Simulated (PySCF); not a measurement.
Species: C4H5F5O2.
SMILES with atom numbers: `[CH3:1][C@@H:2]([OH:3])[C:4]([F:5])([F:6])[O:7][C:8]([F:9])([F:10])[F:11]` (hydrogens: H12, H13, H14 on C1; H15 on C2; H16 on O3)

Method: PBE0-D3(BJ)/def2-SVP geometry optimisation, gas phase in PySCF.

What internal coordinates does the optimisation give?

```tsv
bond	length (pm)	order
C1–C2	151.0	single
C2–O3	139.5	single
C2–C4	152.6	single
C4–F5	135.1	single
C4–F6	133.8	single
C4–O7	138.2	single
O7–C8	136.4	single
C8–F9, C8–F10, C8–F11	132.2	single
C1–H12, C1–H13, C1–H14	109.8	single
C2–H15	110.9	single
O3–H16	96.4	single
```

Bonds in one row agree within 1 pm and their mean is given. Orders are formal, as drawn. A selection of angles:
```tsv
angle	degrees
C1–C2–O3	108.7
C1–C2–C4	112.1
O3–C2–C4	109.1
C2–C4–F5	109.1
C2–C4–F6	112.4
C2–C4–O7	108.7
F5–C4–F6	106.4
F5–C4–O7	109.6
F6–C4–O7	110.6
C4–O7–C8	121.4
O7–C8–F9	112.4
O7–C8–F11	106.8
F9–C8–F10	108.2
F9–C8–F11	109.1
H16–O3–C2	108.4
```

Torsions: C1–C2–C4–F5 -173° (antiperiplanar); C2–C4–O7–C8 -167° (antiperiplanar); C4–O7–C8–F9 -46° (synclinal); H16–O3–C2–C1 180° (antiperiplanar).

H16 on O3 lies 2.30 Å from F5, 4 bonds away (angle at H 103°; Bondi radii sum to 2.67 Å). The 3 C–O bonds span 1.364 Å (O7–C8, drawn single) to 1.395 Å (C2–O3, drawn single), a spread of 0.031 Å. Of the pairs four or more bonds apart, those above aside, F5···F9 is among the closest relative to their van der Waals radii: 2.70 Å, 92 % of the sum of Bondi's values. The 5 C–F bonds span 1.318 Å (C8–F11, drawn single) to 1.351 Å (C4–F5, drawn single), a spread of 0.033 Å.

Point group: C1 (no symmetry element, even within 0.4 Å). Whether it is a minimum is left open (no frequencies). One conformer, not necessarily the lowest (C1–C2–O3–H 180°, C1–C2–C4–F5 -173°, C2–C4–O7–C8 -167°).

The run took about 5 min of CPU time (one thread, shared machine). That covers the optimisation of the geometry.
